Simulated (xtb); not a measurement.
sulfur trioxide (O3S), singlet, at a GFN2-xTB geometry; GFN1-xTB with ALPB(hexane) run with xtb.

xtb was given this input:
```
$ xtb mol.xyz --gfn 1 --alpb hexane --json

# file mol.xyz
4

O     -0.69178694    -1.23678958    -0.04601210
S     -0.00000000     0.00000000    -0.00000000
O     -0.72514024     1.21840142    -0.00209182
O      1.41692719     0.01838817     0.04810392
```

Output, abridged:

```
   ID    Z sym.   atoms
    1    8 O      1, 3, 4
    2   16 S      2

           -------------------------------------------------
          |                Calculation Setup                |
           -------------------------------------------------

           -------------------------------------------------
          |                 G F N 1 - x T B                 |
           -------------------------------------------------

      * Solvation model:               ALPB
        Solvent                        hexane
        Parameter file                 internal GFN1-xTB/ALPB
        Dielectric constant                1.8800E+00
        Reference state                gsolv [1 M gas/solution]
        Free energy shift                  4.1595E-03 Eh       2.6101E+00 kcal/mol
        Temperature                        2.9815E+02 K
        Density                            6.6000E-01 kg/L
        Solvent mass                       8.6180E+01 g/mol
        Interaction kernel             P16
        Born radius scaling (c1)           1.4775E+00
        Born radii integrator          GBOBC
        Born offset                        0.0000E+00 a0       0.0000E+00 AA
        H-bond correction              false
        Ion screening                  false
        Surface tension                    1.0000E-05 Eh       1.5569E+01 dyn/cm
        Grid points                               230 per atom

          ...................................................
          :                      SETUP                      :
          :.................................................:
          :  # basis functions                  22          :
          :  # atomic orbitals                  21          :
          :  # shells                            9          :
          :  # electrons                        24          :
          :  # halogen bonds                     0          :
          :  max. iterations                   250          :
          :  Hamiltonian                  GFN1-xTB          :
          :  restarted?                      false          :
          :  GBSA solvation                   true          :
          :  PC potential                    false          :
          :  electronic temp.          300.0000000     K    :
          :  accuracy                    1.0000000          :
          :  -> integral cutoff          0.2500000E+02      :
          :  -> integral neglect         0.1000000E-07      :
[...]
         :: total energy             -17.648297671958 Eh    ::
[...]
        11        2.0000           -0.6441366             -17.5279
        12        2.0000           -0.6128657             -16.6769 (HOMO)
        13                         -0.3986096             -10.8467 (LUMO)
        14                         -0.3772818             -10.2664
        15                         -0.1259575              -3.4275
        16                         -0.1259575              -3.4275
        17                         -0.1084903              -2.9522
        18                         -0.1084903              -2.9522
        19                          0.2367012               6.4410
        20                          1.1906030              32.3980
        21                          1.1906030              32.3980
      -------------------------------------------------------------
                  HL-Gap            0.2142561 Eh            5.8302 eV
             Fermi-level           -0.5057377 Eh          -13.7618 eV

  Mulliken/CM5 charges         n(s)   n(p)   n(d)
     1O    -0.21783 -0.26316   1.709  4.509  0.000
     2S     0.65348  0.78948   1.613  2.644  1.090
     3O    -0.21783 -0.26316   1.709  4.509  0.000
     4O    -0.21783 -0.26316   1.709  4.509  0.000

Wiberg/Mayer (AO) data.
largest (>0.10) Wiberg bond orders for each atom

 ---------------------------------------------------------------------------
     #   Z sym  total        # sym  WBO       # sym  WBO       # sym  WBO
 ---------------------------------------------------------------------------
     1   8 O    2.245 --     2 S    1.827     4 O    0.209     3 O    0.209
     2  16 S    5.480 --     1 O    1.827     3 O    1.827     4 O    1.827
     3   8 O    2.245 --     2 S    1.827     4 O    0.209     1 O    0.209
     4   8 O    2.245 --     2 S    1.827     3 O    0.209     1 O    0.209
 ---------------------------------------------------------------------------

Topologies differ in total number of bonds
Writing topology from bond orders to xtbtopo.mol

 dipole moment from electron density (au)
     X       Y       Z
  -0.0000  -0.0000  -0.0000  total (Debye):    0.000

           -------------------------------------------------
          | TOTAL ENERGY              -17.648297671958 Eh   |
          | GRADIENT NORM               0.045718517741 Eh/α |
          | HOMO-LUMO GAP               5.830204655781 eV   |
           -------------------------------------------------

normal termination of xtb
```
